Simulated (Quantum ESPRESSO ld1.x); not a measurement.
Values are calculated unless marked as measured or tabulated.
How relativity changes the ionisation of the oxygen ion O+ ([He] 2s2 2p3) to O2+ ([He] 2s2 2p2). Spin-unpolarised spherical Kohn-Sham, PBE, point nucleus, ld1.x of Quantum ESPRESSO 7.5. A level marked "c x" has the speed of light scaled by that factor and shares open shells by 2j + 1; other Dirac levels either fill j = l - 1/2 first or share by 2j + 1.

level,E(O+) (hartree),E(O2+) (hartree),IE (eV),HOMO,<r> HOMO (bohr)
non-rel.,-74.3412,-73.1067,33.593,2p,1.110
scalar-rel.,-74.3981,-73.1639,33.586,2p,1.110
"Dirac, 2j+1 shares",-74.398,-73.164,33.586,2p3/2,1.110
"Dirac, low j first",-74.400,-73.166,33.560,2p3/2,1.110
"Dirac, c x 3",-74.348,-73.113,33.593,2p3/2,1.110
"Dirac, c x 5",-74.343,-73.109,33.593,2p3/2,1.110
"Dirac, c x 100",-74.341,-73.107,33.593,2p3/2,1.110

NIST Atomic Spectra Database: 35.121 eV (measured). The relativistic part of the total energy of O+ is -0.05857 hartree (Dirac, low j first), 0.079 % of the non-relativistic value. Spin polarisation and multiplet splitting of open shells are left out at every level.

Beside tabulated values, note that spin-unpolarised runs miss the spin-polarisation part of the exchange energy of open shells.
